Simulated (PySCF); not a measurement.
# Au²⁺ (gold, charge +2) across methods

[Xe] 4f14 5d8 6p1, one real determinant (an excited configuration). Calculation: PySCF 2.14, in aug-cc-pwCVDZ-PP with ECP60MDF; scalar relativity through the core potential. The B2PLYP total includes its PT2 part (frozen core); its orbital energies are those of the SCF part.

```json
{"method": "PBE", "E (hartree)": "-134.1579", "mean ε 5d α (eV)": "-32.266", "mean ε 5d β (eV)": "-30.796", "mean ε 6p α (eV)": "-16.974", "Σ⟨r²⟩ (bohr²)": "39.54", "⟨S²⟩": "3.750"}
{"method": "UHF", "E (hartree)": "-133.36283", "mean ε 5d α (eV)": "-39.316", "mean ε 5d β (eV)": "-37.288", "mean ε 6p α (eV)": "-19.024", "Σ⟨r²⟩ (bohr²)": "39.98", "⟨S²⟩": "3.753"}
{"method": "wB97M-V", "E (hartree)": "-134.0565", "mean ε 5d α (eV)": "-36.679", "mean ε 5d β (eV)": "-35.209", "mean ε 6p α (eV)": "-19.465", "Σ⟨r²⟩ (bohr²)": "39.57", "⟨S²⟩": "3.751"}
{"method": "B2PLYP", "E (hartree)": "-133.9282", "mean ε 5d α (eV)": "-36.085", "mean ε 5d β (eV)": "-34.424", "mean ε 6p α (eV)": "-18.102", "Σ⟨r²⟩ (bohr²)": "39.71", "⟨S²⟩": "3.751"}
{"method": "M06-2X", "E (hartree)": "-134.0144", "mean ε 5d α (eV)": "-36.236", "mean ε 5d β (eV)": "-34.647", "mean ε 6p α (eV)": "-18.504", "Σ⟨r²⟩ (bohr²)": "39.59", "⟨S²⟩": "3.751"}
{"method": "LDA", "E (hartree)": "-133.8797", "mean ε 5d α (eV)": "-32.392", "mean ε 5d β (eV)": "-30.874", "mean ε 6p α (eV)": "-17.138", "Σ⟨r²⟩ (bohr²)": "39.62", "⟨S²⟩": "3.750"}
{"method": "r2SCAN", "E (hartree)": "-134.1871", "mean ε 5d α (eV)": "-32.764", "mean ε 5d β (eV)": "-31.145", "mean ε 6p α (eV)": "-17.131", "Σ⟨r²⟩ (bohr²)": "39.37", "⟨S²⟩": "3.751"}
{"method": "CAM-B3LYP", "E (hartree)": "-134.0859", "mean ε 5d α (eV)": "-35.642", "mean ε 5d β (eV)": "-34.174", "mean ε 6p α (eV)": "-18.715", "Σ⟨r²⟩ (bohr²)": "39.59", "⟨S²⟩": "3.751"}
{"method": "PBE0", "E (hartree)": "-134.1302", "mean ε 5d α (eV)": "-34.273", "mean ε 5d β (eV)": "-32.688", "mean ε 6p α (eV)": "-17.635", "Σ⟨r²⟩ (bohr²)": "39.53", "⟨S²⟩": "3.751"}
```

⟨L²⟩ = 14.01 against 20 for a pure G term, so this real determinant mixes terms. Energies and moments cover only the electrons outside the core potential. Spin-orbit coupling, absent here, splits the open shell strongly.
